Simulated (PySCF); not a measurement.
Job file and geometry (Å, from GFN2-xTB) of an NMR shielding run on SMILES C=C(BN)[C@@H](F)C(F)F, C₄H₇BF₃N, GIAO PBE0/pcSseg-1 NMR shielding, non-relativistic, gas phase (PySCF 2.14.0, density-fitted response routines); density fitting, a coarse starting grid and PySCF grid level 2 are the driver's defaults:

```
$ OMP_NUM_THREADS=1 python probes_run.py task.json out

{"job": {"kind": "nmr", "xc": "PBE0", "basis": "pcSseg-1"}, "charge": 0, "multiplicity": 1}
C      0.584997     1.670605     0.391421
C      0.264040     0.542925    -0.233683
B      1.276363    -0.629804    -0.537321
N      2.290734    -0.883735     0.357747
C     -1.169799     0.356843    -0.669157
F     -1.255500    -0.142449    -1.952662
C     -1.932235    -0.615692     0.247350
F     -2.441122     0.057829     1.307182
F     -1.144485    -1.583335     0.765097
H      1.589330     1.847708     0.736525
H     -0.123853     2.464200     0.577176
H      1.177664    -1.275424    -1.506947
H      2.403639    -0.380682     1.222409
H      2.966637    -1.619541     0.242098
H     -1.730573     1.302933    -0.673509
H     -2.763437    -1.103437    -0.285137
```

Problem. Write the output of this run.

Solution. 
```
coarse grid: 14096 points
cycle   1  E = -534.9693132748  dE =  1.161e+00  |g| = 8.581e-01  |ddm| = 3.439e+00
cycle   2  E = -534.8554115276  dE =  1.139e-01  |g| = 1.235e+00  |ddm| = 1.247e+00
cycle   3  E = -535.0992362067  dE = -2.438e-01  |g| = 8.503e-02  |ddm| = 7.618e-01
cycle   4  E = -535.1005066030  dE = -1.270e-03  |g| = 4.051e-02  |ddm| = 1.102e-01
cycle   5  E = -535.1008582276  dE = -3.516e-04  |g| = 1.441e-02  |ddm| = 4.444e-02
cycle   6  E = -535.1009020418  dE = -4.381e-05  |g| = 4.152e-03  |ddm| = 1.201e-02
cycle   7  E = -535.1009062172  dE = -4.175e-06  |g| = 1.016e-03  |ddm| = 3.907e-03
final grid: 139448 points
cycle   8  E = -535.1699825880  dE = -5.647e-05  |g| = 9.610e-03  |ddm| = 3.280e-02
cycle   9  E = -535.1699707971  dE =  1.179e-05  |g| = 1.298e-02  |ddm| = 1.636e-02
cycle  10  E = -535.1700022039  dE = -3.141e-05  |g| = 1.206e-03  |ddm| = 8.609e-03
cycle  11  E = -535.1700024851  dE = -2.812e-07  |g| = 2.568e-04  |ddm| = 1.146e-03
cycle  12  E = -535.1700024968  dE = -1.173e-08  |g| = 7.909e-05  |ddm| = 2.366e-04
cycle  13  E = -535.1700024979  dE = -1.103e-09  |g| = 2.241e-05  |ddm| = 6.766e-05
cycle  14  E = -535.1700024980  dE = -7.071e-11  |g| = 7.745e-06  |ddm| = 1.844e-05
converged SCF energy = -535.1700024980

GIAO shielding tensors (ppm)
atom      isotropic    diamagn.    paramagn.     s11        s22        s33       span
  0 C       54.915     254.591    -199.676    -55.134     59.907    159.973    215.107
  1 C       30.197     260.443    -230.246    -89.672     16.210    164.054    253.726
  2 B       66.164     194.368    -128.204     28.480     45.785    124.226     95.746
  3 N      157.404     317.158    -159.754     62.312    189.252    220.647    158.335
  4 C       83.936     244.351    -160.415     64.413     76.343    111.053     46.640
  5 F      384.517     472.956     -88.439    341.490    385.178    426.884     85.395
  6 C       63.536     237.031    -173.495     50.703     65.734     74.172     23.469
  7 F      309.169     472.932    -163.763    205.287    324.217    398.005    192.718
  8 F      320.064     476.332    -156.268    234.743    330.543    394.906    160.164
  9 H       25.846      32.071      -6.225     22.651     25.355     29.531      6.880
 10 H       25.857      31.644      -5.787     22.652     25.081     29.839      7.187
 11 H       26.601      30.536      -3.936     25.138     25.479     29.185      4.047
 12 H       27.357      32.495      -5.138     22.927     26.025     33.118     10.191
 13 H       27.384      28.976      -1.592     22.645     24.244     35.262     12.617
 14 H       26.602      30.975      -4.373     23.804     27.063     28.939      5.136
 15 H       25.331      26.760      -1.428     23.169     24.498     28.327      5.157
```

Size and cost of the density-fitted run: 188 basis functions, 46 s wall time on 1 thread of an Intel Xeon, shared host; peak memory 0.83 GiB.
